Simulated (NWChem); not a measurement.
System: CH₃IMgO; SMILES [I][Mg][O]C

The following NWChem deck was run.

```
start job
memory heap 200 mb stack 900 mb global 1100 mb
geometry units angstroms noautosym nocenter noautoz
  Mg     0.000000     0.000000    -1.054832
  I      0.000000     0.000000     1.497005
  O      0.000000     0.000000    -2.816621
  C      0.000000     0.000000    -4.189926
  H     -0.030681     1.026401    -4.606655
  H      0.904230    -0.486630    -4.606655
  H     -0.873549    -0.539771    -4.606655
end
basis spherical
  Mg library def2-svp
  I library def2-svp
  O library def2-svp
  C library def2-svp
  H library def2-svp
end
ecp
  I library def2-ecp
end
dft
  xc xpbe96 cpbe96
  iterations 150
end
tddft
  cis
  nroots 8
  notriplet
end
task tddft energy
```

Output (shortened):

```
             Northwest Computational Chemistry Package (NWChem) 7.3.0
             --------------------------------------------------------

                             Geometry "geometry" -> ""
                             -------------------------

 Output coordinates in angstroms (scale by  1.889725989 to convert to a.u.)

  No.       Tag          Charge          X              Y              Z
 ---- ---------------- ---------- -------------- -------------- --------------
    1 Mg                  12.0000     0.00000000     0.00000000    -1.05483200
    2 I                   53.0000     0.00000000     0.00000000     1.49700500
    3 O                    8.0000     0.00000000     0.00000000    -2.81662100
    4 C                    6.0000     0.00000000     0.00000000    -4.18992600
    5 H                    1.0000    -0.03068100     1.02640100    -4.60665500
    6 H                    1.0000     0.90423000    -0.48663000    -4.60665500
    7 H                    1.0000    -0.87354900    -0.53977100    -4.60665500

 Effective nuclear repulsion energy (a.u.)     307.3652764599

 Summary of "ao basis" -> "ao basis" (spherical)
 ------------------------------------------------------------------------------
       Tag                 Description            Shells   Functions and Types
 ---------------- ------------------------------  ------  ---------------------
 Mg                         def2-svp                 8       18   4s3p1d
 I                          def2-svp                10       26   4s4p2d
 O                          def2-svp                 6       14   3s2p1d
 C                          def2-svp                 6       14   3s2p1d
 H                          def2-svp                 3        5   2s1p

            General Information
            -------------------
          SCF calculation type: DFT
          Wavefunction type:  closed shell.
          No. of atoms     :     7
          No. of electrons :    54
           Alpha electrons :    27
            Beta electrons :    27
          Charge           :     0
          Spin multiplicity:     1
          Use of symmetry is: off; symmetry adaption is: off
          Maximum number of iterations: 150
          AO basis - number of functions:    87
                     number of shells:    39
          Convergence on energy requested:  1.00D-06
          Convergence on density requested:  1.00D-05
          Convergence on gradient requested:  5.00D-04

              XC Information
              --------------
          PerdewBurkeErnzerhof Exchange Functional  1.000
            Perdew 1991 LDA Correlation Functional  1.000 local
           PerdewBurkeErnz. Correlation Functional  1.000 non-local

             Grid Information
             ----------------
          Grid used for XC integration:  medium
          Radial quadrature: Mura-Knowles
          Angular quadrature: Lebedev.
          Tag              B.-S. Rad. Rad. Pts. Rad. Cut. Ang. Pts.
          ---              ---------- --------- --------- ---------
          Mg                  1.50       88          10.0       590
          I                   1.40      123          14.0       590
          O                   0.60       49          11.0       434
          C                   0.70       49          13.0       434
          H                   0.35       45          14.0       434
          Grid pruning is: on
          Number of quadrature shells:   444
          Spatial weights used:  Erf1

      Superposition of Atomic Density Guess
      -------------------------------------

 Sum of atomic energies:        -660.47573200

      Non-variational initial energy
      ------------------------------

 Total energy =    -611.047479
 1-e energy   =   -1324.608937
 2-e energy   =     526.166618
 HOMO         =      -0.361073
 LUMO         =      -0.080307

[...]

                                NWChem TDDFT Module
                                -------------------

            General Information
            -------------------
           No. of orbitals :     174
            Alpha orbitals :      87
             Beta orbitals :      87
        Alpha frozen cores :       0
         Beta frozen cores :       0
     Alpha frozen virtuals :       0
      Beta frozen virtuals :       0
         Spin multiplicity :       1
    Number of AO functions :      87
        Use of symmetry is : off
      Symmetry adaption is : off
         Schwarz screening :  0.10D-07

              XC Information
              --------------
   PerdewBurkeErnzerhof Exchange Functional   1.00
     Perdew 1991 LDA Correlation Functional   1.00 local
    PerdewBurkeErnz. Correlation Functional   1.00 non-local

             TDDFT Information
             -----------------
          Calculation type : Tamm-Dancoff TDDFT
         Wavefunction type : Restricted singlets
          No. of electrons :      54
           Alpha electrons :      27
            Beta electrons :      27
              No. of roots :       8
          Max subspacesize :    5600
            Max iterations :     100
               Target root :       1
           Target symmetry : none
      Symmetry restriction : off
                 Algorithm : Optimal
        Davidson threshold :  0.10D-03

    8 smallest eigenvalue differences (eV)
--------------------------------------------------------
  No. Spin  Occ  Vir  Irrep   E(Occ)    E(Vir)   E(Diff)
--------------------------------------------------------
    1    1   27   28 a        -0.213    -0.081     3.603
    2    1   26   28 a        -0.213    -0.081     3.603
    3    1   25   28 a        -0.237    -0.081     4.264
    4    1   24   28 a        -0.237    -0.081     4.264
    5    1   27   29 a        -0.213    -0.024     5.132
    6    1   27   30 a        -0.213    -0.024     5.132
    7    1   26   29 a        -0.213    -0.024     5.132
    8    1   26   30 a        -0.213    -0.024     5.132
--------------------------------------------------------

  Entering Davidson iterations
  Restricted singlet excited states

  Iter   NTrls   NConv    DeltaV     DeltaE      Time
  ----  ------  ------  ---------  ---------  ---------
    1      8       0     0.20E+00   0.10+100        3.7
    2     16       1     0.28E-01   0.29E-01        3.6
    3     23       1     0.26E-01   0.16E-02        3.4
    4     30       7     0.40E-01   0.22E-03        3.4
    5     31       7     0.23E-01   0.39E-02        2.3
    6     32       7     0.57E-02   0.68E-03        2.2
    7     33       7     0.12E-02   0.40E-04        2.2
    8     34       7     0.12E-03   0.95E-06        2.2
    9     35       8     0.34E-04   0.22E-07        2.2
  ----  ------  ------  ---------  ---------  ---------
  Convergence criterion met

  Ground state a        -612.580264804777 a.u.

  ----------------------------------------------------------------------------
  Root   1 singlet a              0.134889305 a.u.                3.6705 eV
  ----------------------------------------------------------------------------
     Transition Moments    X -0.03242   Y -0.36153   Z  0.00000
     Dipole Oscillator Strength                    0.0118480642
     Electric Quadrupole                           0.0000000289
     Magnetic Dipole                               0.0000001161
     Total Oscillator Strength                     0.0118482091

     Occ.   27  a   ---  Virt.   28  a        0.99766
  ----------------------------------------------------------------------------
  Root   2 singlet a              0.134889468 a.u.                3.6705 eV
  ----------------------------------------------------------------------------
     Transition Moments    X  0.36152   Y -0.03242   Z  0.00000
     Dipole Oscillator Strength                    0.0118478980
     Electric Quadrupole                           0.0000000289
     Magnetic Dipole                               0.0000001161
     Total Oscillator Strength                     0.0118480430

     Occ.   26  a   ---  Virt.   28  a       -0.99766
  ----------------------------------------------------------------------------
  Root   3 singlet a              0.160600923 a.u.                4.3702 eV
  ----------------------------------------------------------------------------
     Transition Moments    X -0.05199   Y -0.67009   Z -0.00000
     Dipole Oscillator Strength                    0.0483645484
     Electric Quadrupole                           0.0000000027
     Magnetic Dipole                               0.0000000595
     Total Oscillator Strength                     0.0483646106

     Occ.   24  a   ---  Virt.   28  a        0.07692
     Occ.   25  a   ---  Virt.   28  a        0.99582
  ----------------------------------------------------------------------------
  Root   4 singlet a              0.160600926 a.u.                4.3702 eV
  ----------------------------------------------------------------------------
     Transition Moments    X -0.67009   Y  0.05199   Z -0.00000
     Dipole Oscillator Strength                    0.0483644283
     Electric Quadrupole                           0.0000000027
     Magnetic Dipole                               0.0000000595
     Total Oscillator Strength                     0.0483644904

[...]
```

Level: PBE/def2-SVP with def2 effective core potentials on I, TDA. Structure relaxed at the PBE0/def2-SVP level. def2 effective core potentials on I; no spin-orbit coupling.
